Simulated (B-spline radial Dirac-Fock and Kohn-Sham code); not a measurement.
## K-line shifts caused by a second vacancy in Al⁺

System: the Al⁺ ion, configuration [Ne] 3s2, inside a Watson sphere of charge -1 and radius 2.7 Å (a model of the Madelung potential; inside it an electron's potential energy is raised by 5.3 eV).

The run's input, task.json:

```json
{"items": [{
  "Z": 13,
  "q": 1,
  "cfg": [[1, 0, 2], [2, 0, 2], [2, 1, 6], [3, 0, 2]],
  "A": 27,
  "rrms": 3.061,
  "watson": [-1, 2.7],
  "do": ["binding", "quiet", "double"]
}]}
```

Run with: `python xray_run.py task.json out`

Calculated with a B-spline atomic structure program, using Dirac-Fock (average of configuration) total-energy differences with a finite nucleus, the Breit interaction including its frequency dependence, and self-energy and vacuum-polarisation corrections. Each two-hole energy is an average over J within one jj subconfiguration, not an observable level; in light atoms, where LS coupling holds, the j-resolved values are not observed lines, and for a K spectator the Kα1 hypersatellite is nearly forbidden. Electron correlation is not included.

Lines without a spectator: Kα2 (K-L2) 1487.6 eV, Kα1 (K-L3) 1488.0 eV. Shifts in eV with one spectator hole (a dash: not computed, or left out as unreliable):

```
spectator hole     Kα2     Kα1
    L2 (2p1/2)   +8.22  +10.42
    L3 (2p3/2)  +10.23   +9.56
```

Q: Where does the K-L3 hypersatellite lie, emitted when both K electrons are missing?

A: +129.6 eV from the normal line, at 1617.6 eV. Removing both K electrons costs 3318.0 eV, which is 171.7 eV more than twice the K binding energy. In light atoms the observed hypersatellite is the ¹S₀ → ¹P₁ component, which lies below this average, and the triplet component is nearly forbidden.

With n spectator holes in 2p, averaged over the 2p shell (energies in eV):

```
n    KαLⁿ   step  hypersatellite KαʰLⁿ
0  1487.9      –                1617.4
1  1497.7   +9.9                1628.8
2  1509.1  +11.4                1641.7
3  1522.0  +12.9                1656.0
4  1536.4  +14.4                1671.7
5  1552.2  +15.8                1688.8
```
